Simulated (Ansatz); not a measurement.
sulfur trioxide (O3S), singlet, geometry from GFN2-xTB; Ansatz (an electronic-structure program) with HF/def2-SVP.

The Ansatz input:
Ansatz 0.2 input:
```yaml
crystal:
  periodic: [false, false, false]
  atoms:
    - {symbol: O, position_ang: [-0.69178694, -1.23678958, -0.04601210]}
    - {symbol: S, position_ang: [-0.00000000, 0.00000000, -0.00000000]}
    - {symbol: O, position_ang: [-0.72514024, 1.21840142, -0.00209182]}
    - {symbol: O, position_ang: [1.41692719, 0.01838817, 0.04810392]}
basis:
  gaussian:
    orbitals: def2-SVP
hamiltonian:
  xc: hf
accuracy: high
```

What the program printed (banner, timings and long lists left out):

```
Functional definition: HF
1187 factors; integrals over basis functions are off by at most 3.5e-9 eV
mean field evaluation 1: about -16909.9305 eV, gradient 5.6e1 eV
mean field evaluation 2: about -16910.5768 eV, gradient 5.9e1 eV
mean field evaluation 4: about -16916.5042 eV, gradient 2.7e0 eV
mean field evaluation 8: about -16916.5964 eV, gradient 1.3e-1 eV
mean field evaluation 16: about -16916.5966 eV, gradient 1.8e-7 eV
mean field -16916.59658387 eV, -621.6734579763 hartree, gradient 1.7e-8 eV, S^2 0.000000; 0 other end points of the search recorded, 0 dependent functions left out
reference -16916.59658387 eV, -621.6734579763 hartree; 20, 20 occupied and 40, 40 virtual orbitals, 1187 factors
Total energy: -16916.59658387 eV, -621.6734579763 hartree
```
